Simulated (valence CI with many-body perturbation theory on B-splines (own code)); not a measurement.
Al in brief

Level of theory: relativistic CI+MBPT: three valence electrons over a frozen Dirac-Fock core [Ne], radial functions for each j: 11 s, 11 p, 9 d, 7 f, 5 g, 2 h, 1 i, with the one-electron correlation potential Σ1 (screened to all orders), the two-electron term Σ2, the three-electron term Σ3, Breit, model QED; selected single and double excitations, second order for the rest (own B-spline code, finite nucleus).

Against 21 measured levels this calculation errs by 47 cm⁻¹ on average and by 85 at most.

Names give the largest LS component (configuration and term), which can be under half, so a name can repeat, a term be missing and a line seem to break the LS rules; names also repeat where a configuration has a term twice.

Rates and lifetimes use the calculated energies. Strong lines usually hold to 10 to 20 %, long lifetimes can be off by a factor of two.

**Question.** What is the ground level?

**Answer.** 3s2 3p 2P°_1/2, composition 93 % 3s2 3p 2P° + 2 % 3p3 2P°, g = 0.666.

**Question.** How well does LS coupling describe the low levels?

**Answer.** Among the lowest 20 levels the leading LS term, summed over configurations, holds 100 % on average. For single configurations the figures are 80 % in LS and 75 % in jj coupling. Terms hardly mix: every one of these levels is at least 95 % one term.

**Question.** Name the longest-lived excited levels whose lifetime is computed, and their main decay.

**Answer.** 3s2 3p 2P°_3/2 at 112 cm⁻¹ lives 79600 s, mostly by M1 to 3s2 3p 2P°_1/2; 3s 3p2 4P_3/2 at 28982 cm⁻¹ lives 6.10 ms, mostly by E1 to 3s2 3p 2P°_1/2; 3s 3p2 4P_5/2 at 29058 cm⁻¹ lives 1.94 ms, mostly by E1 to 3s2 3p 2P°_3/2.

**Question.** Where does the other parity begin?

**Answer.** At 3s2 4s 2S_1/2, 25403 cm⁻¹.

**Question.** What is the ionisation energy?

**Answer.** 5.991 eV; NIST lists 5.98577 eV (measured).
